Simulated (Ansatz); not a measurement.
C$_{3}$H$_{11}$HfNO$_{3}$ (`CC[N](C)[Hf]([OH])([OH])[OH]`). Total charge 0; spin multiplicity 1. Hf takes the def2 core potential. Geometry: relaxed with PBE0-D4/def2-TZVP. It is one conformer, not always the lowest.

```xyz
19

C    -1.507   -0.628    1.785
C    -0.770    0.510    1.094
N    -0.370    0.225   -0.269
C    -1.465    0.172   -1.207
Hf    1.606   -0.023   -0.691
O     2.366   -1.034    0.786
O     1.689   -0.902   -2.417
O     2.495    1.706   -0.783
H    -0.879   -1.522    1.814
H    -1.765   -0.354    2.811
H    -2.435   -0.879    1.267
H    -1.393    1.419    1.116
H     0.125    0.749    1.684
H    -2.033    1.114   -1.217
H    -2.175   -0.636   -0.986
H    -1.090    0.000   -2.219
H     3.077   -1.271    1.372
H     2.110   -1.301   -3.170
H     2.413    2.655   -0.769
```

(1) What is the dipole moment at B3LYP/def2-TZVPP? (Estimate.)

(2) And with PBE, r2SCAN, ωB97M-V? (An estimate is asked.)

(3) Give the Mulliken charges with B3LYP, ωB97M-V, PBE in def2-TZVPP. (An estimate is asked.)

Results:

(1) The calculation gave: 0.62 D, with components (0.47, 0.40, -0.03) D in this frame, pointing from negative to positive charge.

(2) The calculation gave: PBE 0.60 D, r2SCAN 0.60 D, ωB97M-V 0.69 D.

(3) Computed: 
```tsv
atom	B3LYP	ωB97M-V	PBE
C1	-0.26	-0.30	-0.26
C2	0.05	-0.06	0.04
N3	-0.30	-0.30	-0.22
C4	-0.16	-0.22	-0.16
Hf5	0.92	0.88	0.70
O6	-0.45	-0.41	-0.40
O7	-0.44	-0.41	-0.39
O8	-0.45	-0.42	-0.39
H9	0.08	0.11	0.09
H10	0.07	0.10	0.07
H11	0.07	0.09	0.08
H12	0.05	0.09	0.05
H13	0.05	0.08	0.05
H14	0.08	0.11	0.07
H15	0.08	0.11	0.08
H16	0.08	0.10	0.08
H17	0.17	0.15	0.17
H18	0.17	0.15	0.17
H19	0.17	0.15	0.17
```

B3LYP here is the variant with VWN-RPA as its local correlation; programs differ in this.
